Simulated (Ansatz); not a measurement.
The Al1–H2 bond of AlF2H (SMILES [F][AlH][F]) is stretched (multiplicity 1, the rest rigid).
Geometry at rest (charge 0, multiplicity 1):
```xyz
4

Al    -0.297    -0.200    -0.235
H     -1.376    -0.925    -1.085
F     -0.220     1.442    -0.185
F      0.802    -1.050     0.644
```

Cores are frozen in the correlated methods.

Programs: Ansatz (Gaussian basis) for Hartree–Fock, density functionals and correlated methods. Each number belongs to the level named beside it.

FIC-MRCISD+Q on CASSCF(2,2)/cc-pV(T+d)Z, total energies (hartree):

```
R (Å)       CASSCF       MRCISD  weight c² of the reference
-----  -----------  -----------  --------------------------
1.553  -441.634634  -442.163340                     0.91469
2.719  -441.545770  -442.064680                     0.91696
4.971  -441.510785  -442.025824                     0.91848
```

Add the Davidson correction (E_MRCISD − E_CASSCF)(1 − c²)/c² and give the energies above the first point at the three levels.


Corrections (hartree): -0.049312, -0.046990, -0.045712. Above the first point (kcal/mol):
- R = 2.719 Å: CASSCF 55.8, MRCISD 61.9, with the correction 63.4
- R = 4.971 Å: CASSCF 77.7, MRCISD 86.3, with the correction 88.6

Ansatz is a program for electronic structure.
